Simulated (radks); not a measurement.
Valence configurations of Re+ (all share [Xe]). Calculated with a radial shooting solver on a logarithmic mesh with Libxc functionals: Dirac Kohn-Sham, LDA (Slater exchange, Perdew-Wang correlation), spin-unpolarised, spherical densities, finite nucleus; open shells are shared between the two j in proportion to 2j + 1; Fermi nuclear charge, rms radius 5.3698 fm. Energies are relative to 4f14 5d5 6s1; eigenvalues in eV.

valence               E (eV)  e(4f5/2)  e(4f7/2)  e(5d3/2)  e(5d5/2)  e(6p1/2)
4f14 5d5.5 6s0.5      -0.007   -50.366   -47.851   -12.876   -11.974         -
4f14 5d5 6s1           0.000   -51.716   -49.200   -13.776   -12.841         -
4f14 5d4 6s2           0.688   -54.631   -52.114   -15.708   -14.701         -
4f14 5d5 6s0.5 6p0.5   2.898   -52.482   -49.966   -14.453   -13.506    -8.266
4f14 5d4.5 6s1 6p0.5   3.214   -53.909   -51.392   -15.397   -14.416    -8.577
4f14 5d4 6s1 6p1       6.897   -56.161   -53.643   -17.040   -16.012    -9.273
4f13.5 5d4 6s1.5 6p1  28.278   -62.705   -60.137   -18.867   -17.738    -9.682
4f13 5d6 6s1          41.261   -61.502   -58.888   -15.107   -14.046         -
4f13 5d5 6s2          42.989   -64.610   -61.994   -17.204   -16.069         -
4f13 5d5 6s1 6p1      49.396   -66.152   -63.536   -18.573   -17.418    -9.447

NIST lists [Xe] 4f14 5d5 6s1 as the ground configuration; this level of theory puts 4f14 5d5.5 6s0.5 lower, by 0.007 eV. The energies are those of spherical spin-averaged densities, not of single terms.
